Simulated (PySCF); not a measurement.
# Ru(3+): ionisation energy

Ru(3+) [Kr] 4d5 [4d3/2^4 4d5/2^1, M_J = 5/2] → Ru(4+) [Kr] 4d4 [4d3/2^4, M_J = 0], as a difference of total energies. All numbers are calculated (PySCF 2.14, the two-component X2C-1e Hamiltonian, in x2c-QZVPPall-2c). Correlated levels: [Ar] 3d10 frozen; the 32 highest virtual spinors dropped. "Screened" scales the spin-orbit matrix elements by Boettger's factors to mimic the two-electron term; Breit and QED terms are absent.

```
                    method  ionisation energy (eV)
           GHF (spin-free)                  45.064
          GMP2 (spin-free)                  45.931
 GHF (screened spin-orbit)                  44.867
GMP2 (screened spin-orbit)                  45.724
```

Task: How much does correlation contribute at GMP2 (screened spin-orbit)?

Result: 45.724 − (44.867) = 0.857 eV, measured against GHF (screened spin-orbit).

The spin-free rows relax to the high-spin LS determinant and lack the spin-orbit shift.

The labels give the starting determinants; with spin-orbit coupling the two ends relaxed to ⟨J²⟩ = 8.75, ⟨L²⟩ = 0.02, ⟨S²⟩ = 8.73 and ⟨J²⟩ = 3.62, ⟨L²⟩ = 5.96, ⟨S²⟩ = 5.95.

The determinant of Ru(4+) mixes levels of different J (the jj label is only the starting occupation), so the difference between spin-free and spin-orbit rows is not the physical spin-orbit shift.

For comparison: 45 ± 1.7 eV (theoretical estimate listed by NIST; NIST Atomic Spectra Database, ionization energies).
